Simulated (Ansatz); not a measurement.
Born–Oppenheimer molecular dynamics of C2H9BFN (14 atoms, charge 0, multiplicity 1). It starts at the highest image of a converged band. Of that band: The profile has 2 maxima (images 2, 4) with wells between them (image 3): this band takes more than one step, which may be the mechanism or a detour left from its start path. Neighbouring images differ by up to 1.2 eV, so the band resolves the path poorly. A vibrational analysis at the climbing image gives one clearly imaginary mode, 848i cm⁻¹: a first-order saddle point.

All numbers below come from Ansatz, RKS B3LYP/def2-SVP.

```json
{"ensemble": "NVE (velocity Verlet)", "time step": "0.5 fs", "steps asked": "200", "starting velocities drawn for": "100 K", "seed": "11251"}
```

First frame:

```xyz
14
Properties=species:S:1:pos:R:3
B 0.014 -0.244 0.072
N -0.026 -0.061 1.598
H -0.902 0.249 2.013
H 0.766 0.404 2.038
C 1.384 0.125 -0.630
H 1.496 -0.384 -1.600
H 1.417 1.212 -0.833
H 2.269 -0.122 -0.018
C -1.380 -0.132 -0.670
H -2.221 -0.539 -0.085
H -1.607 0.931 -0.878
H -1.368 -0.649 -1.643
F 0.174 -2.040 0.512
H 0.099 -1.369 1.407
```

(1) How far do the bonds stretch over the last three quarters of this one trajectory? (Pairs bonded in most of those frames.)

Answers

(1) 
```csv
bond,mean (Å),spread (Å),shortest,longest
B1–N2,1.437,0.034,1.38,1.52
B1–C5,1.587,0.017,1.55,1.62
B1–C9,1.585,0.010,1.57,1.60
N2–H3,1.017,0.003,1.01,1.02
N2–H4,1.016,0.003,1.01,1.02
C5–H6,1.103,0.006,1.09,1.12
C5–H7,1.106,0.007,1.09,1.12
C5–H8,1.104,0.014,1.08,1.13
C9–H10,1.104,0.012,1.09,1.12
C9–H11,1.106,0.010,1.09,1.12
C9–H12,1.103,0.017,1.07,1.13
F13–H14,0.950,0.022,0.92,1.02
```

Mean temperature of the second half: 292 K. The conserved energy stayed within 0.056 meV per atom of its start (net change 0.023 meV per atom), so the integration is sound. The kinetic energy rose, since the run started high on the potential surface and went downhill. It ends in pieces (C2H8BN + FH), so much of that is their flight and rotation, not heat. A run of 0.1 ps of so small a system gives no equilibrium averages. The orbitals stay closed-shell, which can raise the energy where a bond breaks towards radicals; this wasn't checked here.

The run took 4.2 min on 4 threads of Arm Neoverse V2, with other jobs on the host, peak memory 0.27 GiB.
